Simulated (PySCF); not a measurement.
C3H8BeSe. Atoms are numbered in the order given.

```xyz
13

Be    -0.2741    -0.1357     0.0289
C     -1.5461    -1.0463    -0.6200
C     -1.1313    -2.4799    -1.0116
C     -2.2716    -0.3365    -1.7822
H     -2.2790    -1.1331     0.2228
H     -2.0040    -3.0767    -1.3625
H     -0.3932    -2.4803    -1.8425
H     -0.6723    -3.0357    -0.1675
H     -2.6440     0.6703    -1.4999
H     -3.1491    -0.9244    -2.1363
H     -1.6047    -0.2033    -2.6612
Se     1.2649     0.9671     0.8149
H      0.5300     1.0202     2.1078
```

The structure is a stationary point at PBE-D3(BJ)/def2-SVP. Other conformers were not sampled.

Calculation: PBE-D3(BJ)/def2-SVP in PySCF 2.14.0.

Frequencies are harmonic and unscaled.

Computed vibrational spectrum:
```csv
mode,ν (cm⁻¹),IR (km/mol),moving atoms (share of kinetic energy)
1,19,5.3,H 94 %
2,77,0.0,"C 52 %, H 27 %, Be 16 %"
3,100,1.5,"H 34 %, Be 28 %, C 28 %, Se 10 %"
4,230,0.0,H 97 %
5,233,1.2,"H 43 %, C 31 %, Se 20 %"
6,251,4.6,"H 66 %, Be 24 %, C 8 %"
7,364,14.3,"C 47 %, H 42 %, Be 10 %"
8,369,16.7,"Be 75 %, C 18 %"
9,402,10.9,"C 48 %, H 33 %, Be 10 %, Se 9 %"
10,565,3.0,"H 71 %, Be 23 %"
11,846,6.1,"C 60 %, H 24 %, Be 15 %"
12,883,2.7,"H 87 %, C 13 %"
13,921,8.2,H 89 %
14,952,0.1,"H 77 %, C 23 %"
15,976,150.7,"Be 54 %, H 31 %, C 13 %"
16,1060,3.1,"C 73 %, H 27 %"
17,1140,4.0,"H 56 %, C 42 %"
18,1214,29.8,"C 51 %, H 38 %, Be 11 %"
19,1251,0.5,"H 75 %, C 25 %"
20,1331,0.2,"H 81 %, C 19 %"
21,1350,1.9,"H 81 %, C 19 %"
22,1405,0.5,H 97 %
23,1423,6.6,H 96 %
24,1423,14.1,H 96 %
25,1433,3.9,H 96 %
26,2344,6.5,H 99 %
27,2892,21.1,H 93 %
28,2935,59.1,H 97 %
29,2935,35.8,H 97 %
30,3010,47.2,"H 91 %, C 9 %"
31,3012,4.1,"H 91 %, C 9 %"
32,3040,15.0,"H 91 %, C 9 %"
33,3040,30.9,"H 91 %, C 9 %"
```
